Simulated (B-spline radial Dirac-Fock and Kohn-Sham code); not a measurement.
## Auger parameter of cesium: the K level and its strongest K-LL line

Model: ΔSCF Dirac-Fock with Breit, self-energy and vacuum polarisation, finite nucleus, configuration average. Program: a radial B-spline solver. The modified Auger parameter α′ is the binding energy plus the kinetic energy of the Auger electron; it does not depend on the energy zero. For free ions it tends to fall with charge, since less charge screens the final holes.

| species | configuration | binding 1s (eV) | Auger line | kinetic (eV) | α′ (eV) |
| --- | --- | --- | --- | --- | --- |
| Cs | [Xe] 6s1 | 35988.7 | L2L3 J=2 | 25430.9 | 61419.5 |
| Cs | [Xe] 6p1 | 35989.8 | L2L3 J=2 | 25429.8 | 61419.6 |
| Cs⁺ | [Kr] 4d10 5s2 5p6 | 35994.5 | L2L3 J=2 | 25423.7 | 61418.2 |
| Cs⁺ (Watson 2.2 Å) | [Kr] 4d10 5s2 5p6 | 35988.0 | L2L3 J=2 | 25430.2 | 61418.2 |
| Cs⁺ (Watson 2.4 Å) | [Kr] 4d10 5s2 5p6 | 35988.5 | L2L3 J=2 | 25429.7 | 61418.2 |
| Cs²⁺ | [Kr] 4d10 5s2 5p5 | 36007.3 | L2L3 J=2 | 25409.7 | 61417.0 |
| Cs³⁺ | [Kr] 4d10 5s2 5p4 | 36021.2 | L2L3 J=2 | 25394.9 | 61416.1 |
| Cs⁴⁺ | [Kr] 4d10 5s2 5p3 | 36036.0 | L2L3 J=2 | 25379.3 | 61415.3 |
| Cs⁵⁺ | [Kr] 4d10 5s2 5p2 | 36051.8 | L2L3 J=2 | 25362.8 | 61414.6 |
| Cs⁶⁺ | [Kr] 4d10 5s2 5p1 | 36068.5 | L2L3 J=2 | 25345.5 | 61414.0 |
| Cs⁷⁺ | [Kr] 4d10 5s2 | 36086.0 | L2L3 J=2 | 25327.6 | 61413.6 |

Values without a named source are computed, but for edge energies of neutral atoms, which are taken from tables.
